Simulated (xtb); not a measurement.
Pb(Cl)(SH) (ClHPbS), SMILES [SH][Pb][Cl] (connectivity only; charge and spin as stated), neutral, multiplicity 1. All values are semi-empirical tight-binding results from xtb (GFN2-xTB unless named), good for trends rather than for accurate numbers. Geometry: GFN2-xTB. Other conformers were not sampled.

Optimised geometry:

Bonded distances (Å): Pb1–Cl2 2.484, Pb1–S3 2.522, S3–H4 1.329. Bond angles (°): Cl2–Pb1–S3 98.5, Pb1–S3–H4 96.6.

For metal compounds this method's bond lengths and energies can be far off.

- point group as xtb finds it: Cs
- orbital gap: 2.53 eV
- zero-point energy: 5.7 kcal/mol
- G − E(el) at 298.15 K (modified RRHO): -14.2 kcal/mol

Computed atomic charges and the Wiberg bond orders between heavy atoms:
charges (e) Pb1 0.66, Cl2 -0.42, S3 -0.41, H4 0.17. Bond orders Pb1–Cl2 0.92, Pb1–S3 1.12.
